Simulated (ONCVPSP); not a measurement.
**Pseudopotential generation for Sr: ONCV, BLYP, scalar-relativistic.**

- Element: Sr (Z = 38)
- Generator: ONCVPSP 4.0.1
- Type: optimised norm-conserving Vanderbilt (ONCV)
- Functional: BLYP
- Relativity: scalar-relativistic
- Frozen core: [Ar] 3d10
- Valence charge: 10
- Reference configuration: 4s2 4p6 5s2
- Partial waves: 4s+5s: rc 2.60 bohr, ncon 4, nbas 8, qcut 5.6 1/bohr, 3 projectors, debl 2.3 Ha; 4p: rc 1.80 bohr, ncon 4, nbas 9, qcut 9.1 1/bohr, 2 projectors, debl 1.3 Ha; d scattering state at 0.17 Ha: rc 1.80 bohr, ncon 4, nbas 9, qcut 5.5 1/bohr, local; f scattering state at 0.39 Ha: rc 2.60 bohr, ncon 4, nbas 9, qcut 4.5 1/bohr, 2 projectors, debl 3.3 Ha
- Local potential: the d channel
- Core correction: Teter function, fcfact 5, rcfact 2.02

In the d channel the program set the typed energies aside and used 0.050 Ha.

All-electron outer shells of the reference configuration (BLYP, scalar-relativistic, ld1.x):

```
shell  level (eV)  outermost node (bohr)  outermost maximum (bohr)
   4s      -40.63                   0.59                      1.19
   4p      -22.54                   0.61                      1.32
   5s       -3.38                   1.65                      3.62
```

Problem. Estimate the cutoffs (Ha) at which the residual kinetic energy of the hardest occupied pseudo-wave falls to 1 and 0.1 mHa per electron.

Solution. 21 Ha and 26 Ha. The cutoffs count occupied waves only; projector 2 of the f channel, the hardest unoccupied one, needs 61 Ha at the loose tolerance.

Problem. Does the potential have ghost states?

Solution. No bound ghost flagged; no localised positive-energy state flagged.

Problem. Which valence shell sets the plane-wave cutoff?

Solution. 4p: 21 Ha for 1 mHa per electron, against 7 Ha for 4s.

Problem. Tests: 4s2 4p6 5s1; 4s2 4p6 5s0; 4s2 4p6 5s1.5; 4s2 4p6 5s1 5p1. Which has the largest error in its energy relative to the reference configuration, and how large is it?

Solution. 4s2 4p6 5s0, with -26 meV (all-electron minus pseudo) on +16.93 eV.
